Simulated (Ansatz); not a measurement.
System: SiH2SCl, charge 0, doublet. SiH2SCl (SMILES S[SiH]Cl, doublet).
B3LYP-D3(BJ)/def2-TZVP minimum from Ansatz (an electronic-structure program):
```
Si
H 1 1.4921
Cl 1 2.0690 2 107.51
S 1 2.1478 2 110.76 3 -115.19
H 4 1.3463 1 93.16 2 -58.96
```
Charge 0, spin multiplicity 2.

Atomisation energy term by term, kcal/mol (programs: Ansatz). UHF or UKS for unpaired electrons; spin-orbit terms are left out. Cores are frozen in correlated methods. Rows without X2C or -DK are non-relativistic. CBS(X,Y): correlation extrapolated as X^-3, Hartree-Fock from the larger set. A bracket is a step between two methods taken in the basis named. 'core' is core correlation in cc-pwCVTZ (1s frozen past Ne), 'X2C' scalar relativity in cc-pVTZ-DK, both at CCSD(T). For partners of very few electrons the exact lower level stands in for a higher one.

```tsv
term	basis	kcal/mol
Hartree-Fock	cc-pV(Q+d)Z	237.90
CCSD correlation	CBS(cc-pV(T+d)Z,cc-pV(Q+d)Z)	84.08
(T)	CBS(cc-pV(T+d)Z,cc-pV(Q+d)Z)	7.33
CCSDT(Q) - CCSD(T)	cc-pV(D+d)Z	0.51
core correlation	cc-pwCVTZ	0.25
scalar relativity	X2C, cc-pVTZ-DK	-1.09
sum: De		329.0
```
